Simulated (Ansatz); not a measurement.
A single point on Cl$_{4}$FHOW, SMILES `[OH][W]([F])([Cl])([Cl])([Cl])[Cl]`.

```yaml
crystal:
  periodic: [false, false, false]
  atoms:
    - {symbol: O, position_ang: [-0.883064, -1.273796, 0.426251]}
    - {symbol: W, position_ang: [0.086023, 0.195519, -0.163482]}
    - {symbol: F, position_ang: [0.865952, 0.112004, 1.537826]}
    - {symbol: Cl, position_ang: [-0.943767, 0.172174, -2.181149]}
    - {symbol: Cl, position_ang: [1.435460, 2.000336, -0.571664]}
    - {symbol: Cl, position_ang: [-1.489873, 1.655907, 0.650994]}
    - {symbol: Cl, position_ang: [1.764164, -1.145589, -0.978897]}
    - {symbol: H, position_ang: [-0.834885, -1.716556, 1.280120]}
basis:
  gaussian: {orbitals: def2-QZVPP}
correlation: {method: mp2}
```

```sh
$ ansatz run in.yaml --threads 4 --pin off --events-out ev --progress --plain --max-ram 11315MiB
```

It prints (some lines left out):

```
Functional definition: HF
3033 factors; integrals over basis functions are off by at most 7.7e-4 eV
mean field evaluation 1: about -56578.5797 eV, gradient 7.4e1 eV
mean field evaluation 2: about -56578.9883 eV, gradient 7.5e1 eV
mean field evaluation 4: about -56589.9499 eV, gradient 7.5e0 eV
mean field evaluation 8: about -56590.1148 eV, gradient 1.4e0 eV
mean field evaluation 16: about -56590.1229 eV, gradient 2.3e-6 eV
mean field -56590.12293582 eV, -2079.6486597284 hartree, gradient 2.4e-6 eV, S^2 0.000000; 0 other end points of the search recorded, 0 dependent functions left out
22 core orbitals not correlated: weight in the atoms' cores, before any rotation towards them, 1.000 or more for the frozen orbitals, at most 0.000 for the correlated occupied ones
reference -56590.12293582 eV, -2079.6486597284 hartree; 28, 28 occupied and 455, 455 virtual orbitals, 3033 factors
second order -53.52736211 eV of doubles, -0.00000000 eV of singles
Total energy: -56643.65029793 eV, -2081.6157540036 hartree
```

It took 28 s on 4 threads of an Intel Xeon Platinum 8488C on a shared host, with 3.5 GiB of host memory at the peak.
